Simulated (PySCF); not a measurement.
Species: C6H10ClN3.
SMILES with atom numbers: `[CH3:1][C:2]([CH3:3])([CH3:4])[n:5]1[cH:6][c:7]([Cl:8])[n:9][n:10]1`

Cartesian coordinates in Å at the GFN2-xTB level; atoms count from 1:
```xyz
20
C6H10ClN3 angstrom
C     -1.4771   -1.0662    0.4866
C     -0.6576    0.1212   -0.0243
C     -1.1155    0.5238   -1.4283
C     -0.7637    1.3016    0.9361
N      0.7274   -0.3216   -0.1294
C      1.8448    0.1419    0.4658
C      2.8426   -0.6794   -0.0280
Cl     4.5054   -0.6339    0.3222
N      2.2876   -1.5680   -0.8685
N      1.0295   -1.3423   -0.9183
H     -2.5302   -0.8042    0.5276
H     -1.3462   -1.9138   -0.1804
H     -1.1504   -1.3544    1.4835
H     -0.9824   -0.3126   -2.1089
H     -2.1636    0.8085   -1.4128
H     -0.5309    1.3660   -1.7927
H     -1.8027    1.6141    0.9998
H     -0.1763    2.1463    0.5831
H     -0.4308    1.0245    1.9339
H      1.8850    0.9592    1.1500
```

Probes without a nucleus sit at each ring's centroid and 1 Å off its mean plane on both sides; NICS is minus the shielding there, NICSzz its component along the normal. Level: GIAO PBE0/pcSseg-1 (PySCF, non-relativistic, gas phase) on the GFN2-xTB geometry, one conformer.

Ring bond lengths (Å), with Mayer bond orders in brackets: N5–C6 1.348 (1.17), C6–C7 1.383 (1.32), C7–N9 1.343 (1.34), N9–N10 1.279 (1.45), N10–N5 1.325 (1.19).

Question: What do the NICS probes read (ppm)?

Answer: 
```tsv
ring	type	NICS(0)	NICS(1), two faces	NICS(1)zz, two faces	rms pucker (Å)	centre to ring atoms, mean (Å)
N5–C6–C7–N9–N10	5-membered ring with 3 N; formal bonds all aromatic	-12.7	-12.6 / -12.6	-30.3 / -30.3	0.00	1.14
```

Question: What can be read from them?

Answer: 
- N5–C6–C7–N9–N10: mean NICS(1)zz -30.3 ppm, shielded. The ring is flat and has no four-coordinate atom; by the NICS criterion it is aromatic.

Question: And the bond-length index? HOMA takes Krygowski's 1993 parameters.

Answer: 
- N5–C6–C7–N9–N10: HOMA 0.96; the largest term is that of N9–N10, α(R − Ropt)² = 0.12. The geometric and the magnetic index point the same way.

Question: Give the inner angles of the rings and the Hirshfeld charges of the ring atoms.

Answer: 
- N5–C6–C7–N9–N10: N5 109.8° (+0.056 e), C6 103.7° (-0.035 e), C7 108.5° (+0.009 e), N9 108.3° (-0.149 e), N10 109.7° (-0.052 e); sum 540.0° against 540° for a flat convex ring.

Question: How shielded are the nuclei of the rings and their hydrogens (means over atoms taken as equivalent)?

Answer: 
```
atoms                          environment  σ isotropic (ppm)  principal values of the symmetric part, first atom (ppm)
   N5                pyrrole-type nitrogen              -23.5                                      -162.0, -12.2, 103.8
   C6  aromatic CH next to a ring nitrogen               63.3                                        -15.1, 61.8, 143.2
   C7                 aromatic C–Cl carbon               42.0                                         -27.7, 67.7, 86.0
   N9               pyridine-type nitrogen             -117.8                                     -359.9, -161.5, 168.1
  N10               pyridine-type nitrogen             -128.6                                     -391.4, -124.6, 130.3
  H20                    aromatic hydrogen              24.44                                          20.7, 22.5, 30.2
```
